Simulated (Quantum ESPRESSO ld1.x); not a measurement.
Results of a calculation; reference values are marked as such.
Initial-state core-level shifts of neutral barium when its valence configuration changes from [Xe] 6s2. Level of theory: scalar-relativistic Kohn-Sham, LDA (Slater exchange, Perdew-Wang correlation), spin-polarised, spherical densities, point nucleus; open shells are filled with parallel spins first (ld1.x of Quantum ESPRESSO 7.5). Shifts are changes of the shell-averaged eigenvalues in eV (positive: less bound).

| valence | 2s | 3s | 3p | 4s |
|---|---|---|---|---|
| 6s1 6p1 | -1.043 | -1.046 | -1.045 | -1.043 |
| 5d1 6s1 | +1.410 | +1.397 | +1.397 | +1.390 |
| 4f1 6s1 | -1.133 | -0.956 | -0.960 | -1.016 |
| 5d0.5 6s1.5 | +0.737 | +0.730 | +0.730 | +0.725 |
| 5d1 6p1 | +0.329 | +0.313 | +0.313 | +0.306 |
| 4f1 5d0.5 6s0.5 | -1.196 | -1.089 | -1.091 | -1.131 |
